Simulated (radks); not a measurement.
Charge is removed step by step from the 2p down level of neutral magnesium, starting from [He] 2s2 2p(up 3, down 3) 3s2. Calculated with a radial shooting solver on a logarithmic mesh with Libxc functionals: non-relativistic Kohn-Sham, LDA (Slater exchange, Perdew-Wang correlation), spin-polarised, spherical densities, point nucleus.

removed (e)  E - E(0) (eV)  eigenvalue (eV)  E minus straight line (eV)
0                    0.000          -46.768                       0.000
0.1                  4.783          -48.902                      -1.020
0.2                  9.782          -51.082                      -1.825
0.3                 15.001          -53.305                      -2.409
0.4                 20.444          -55.570                      -2.769
0.5                 26.116          -57.874                      -2.900
0.6                 32.020          -60.216                      -2.799
0.7                 38.160          -62.594                      -2.462
0.8                 44.540          -65.008                      -1.886
0.9                 51.163          -67.456                      -1.066
1                   58.033          -69.936                       0.000

Removing the whole electron costs 58.033 eV by Delta-SCF, against 46.768 eV from minus the eigenvalue at the starting occupation. Slater's transition state (half an electron removed) gives 57.874 eV. Integrating minus the eigenvalue over the occupation (Janak's theorem) gives 58.033 eV. The mean slope of the eigenvalue, de/dn, is 23.2 eV per electron.
